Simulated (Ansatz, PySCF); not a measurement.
PbBr2, SMILES [Br][Pb][Br] (connectivity only; charge and spin as stated), neutral, multiplicity 1. Atoms are numbered in the order given.

```xyz
3

Pb     0.0000     0.0000     0.7855
Br     0.0000     2.0510    -0.8965
Br     0.0000    -2.0510    -0.8965
```
Charge 0, spin multiplicity 1.

Geometry optimised at B3LYP-D3(BJ)/def2-SVP. The isomer is the one that the SMILES or the coordinates give; other isomers of the formula were not compared. The def2 effective core potentials stand for the cores of Pb; spin–orbit coupling is left out.

Two levels are set side by side: PBE-D3(BJ)/def2-SVP (Ansatz, a first-principles code) and B3LYP-D3(BJ)/def2-SVP (Ansatz). Each level has its own optimised geometry; the coordinates shown are those of the second. Frequencies come from the Hessian of PySCF at each geometry. Differences are taken from unrounded values.

| quantity | B3LYP-D3(BJ) | PBE-D3(BJ) | PBE-D3(BJ) minus B3LYP-D3(BJ) |
|---|---|---|---|
| mean bond length (Å) | 2.652 | 2.652 | -0.001 |
| bond Pb1–Br2 (Å) | 2.652 | 2.652 | -0.001 |
| bond Pb1–Br3 (Å) | 2.652 | 2.652 | -0.001 |
| highest harmonic wavenumber (cm⁻¹) | 211 | 209 | -2 |
| mean harmonic wavenumber (cm⁻¹) | 160 | 158 | -2 |
| zero-point energy (kcal/mol) | 0.69 | 0.68 | -0.01 |

Here PBE gives about what the other level gives.
